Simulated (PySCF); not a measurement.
Species: C₇H₉NO.
Structure used (PBE0-D3(BJ)/def2-SVP), in Å, numbered top down from 1:
```
atom  x, y, z in Å
N1     1.6803   -0.5072   -2.6387
C2     1.8044   -0.3753   -1.4956
C3     1.9357   -0.2136   -0.0514
C4     0.5975   -0.0741    0.6871
C5    -0.3838   -1.2446    0.4569
C6    -1.3113   -0.8192   -0.6964
C7    -1.3078    0.6853   -0.6201
O8    -1.4975    1.1837    0.6957
C9    -0.1784    1.1316    0.1992
H10    2.5685    0.6706    0.1336
H11    2.4900   -1.0827    0.3375
H12    0.8380    0.0273    1.7579
H13   -0.9772   -1.3880    1.3697
H14    0.1373   -2.1925    0.2544
H15   -2.3227   -1.2414   -0.5922
H16   -0.9176   -1.1266   -1.6774
H17   -1.7238    1.2983   -1.4274
H18    0.3247    2.0957    0.0523
```

Linear response at CAM-B3LYP/def2-SVPD (PySCF, frozen core in the response, non-relativistic).

Static isotropic polarisability: 80.62 au (11.95 Å³), principal values 74.0, 82.3, 85.6 au.

Question: What is the polarisability at 1064 nm and at the sodium D line?

Answer: 81.12 au at 1064 nm (+0.6 %), 82.28 au at 589.3 nm (+2.1 %). The rise at 589.3 nm is 3.33 times that at 1064 nm; a pure ω² law gives 3.26. The lowest singlet lies at 164 nm, shorter than both wavelengths.

Question: What is the isotropic C6 coefficient between two such molecules, C6 = (3/π)∫α(iω)² dω?

Answer: 3013 au (Eh·bohr⁶) by a ten-point quadrature over imaginary frequencies, which is 1800 eV·Å⁶ or 174 J·nm⁶/mol.

Question: Which effective excitation energy ω̄ makes London's formula C6 = (3/4)α²ω̄ exact here?

Answer: ω̄ = 4·C6/(3α²) = 0.618 Eh = 16.8 eV. A one-pole form α(ω) = α/(1 − ω²/ω̄²) fitted to the 1064 nm value gives 14.9 eV.

Question: How many electrons N does the Slater–Kirkwood formula C6 = (3/4)·√N·α^(3/2) need to give this C6?

Answer: N = (4·C6/3)²/α³ = 30.8; the species has 66 electrons in all.

Question: What molar refraction at the D line follows from R = (4π/3)·N_A·α′, with α′ the polarisability volume?

Answer: α′ = 12.19 Å³ gives R = 30.76 cm³/mol, for isolated, non-vibrating species.

Question: What n − 1 at the D line would an ideal gas of it have at 273.15 K and 1 atm (2.6868 × 10¹⁹ cm⁻³), by n − 1 = 2π·N·α′?

Answer: 20.58 × 10⁻⁴, a formal value whether or not that pressure can be reached.

Question: The lowest 6 singlets have (eV, f): 7.56, 0.001; 7.72, 0.003; 7.88, 0.002; 7.93, 0.001; 8.10, 0.003; 8.25, 0.034. What share of the static polarisability do they carry in the sum over states α = Σ f/ω²?

Answer: 0.50 au, 0.6 % of α; the largest term, 0.37 au, is that of the state at 8.25 eV. Their oscillator strengths add up to 0.04. Higher states carry the rest.

Question: What three-body coefficient follows from the one-pole estimate C9 = (3/4)·α·C6?

Answer: 182000 au. This is an estimate from the two numbers above, not a computed integral.

Question: How anisotropic is the static polarisability, by Δα² = ½[(α1 − α2)² + (α2 − α3)² + (α3 − α1)²]?

Answer: Δα = 10.4 au, or 0.13 of the isotropic value.

One conformer stands for the species.
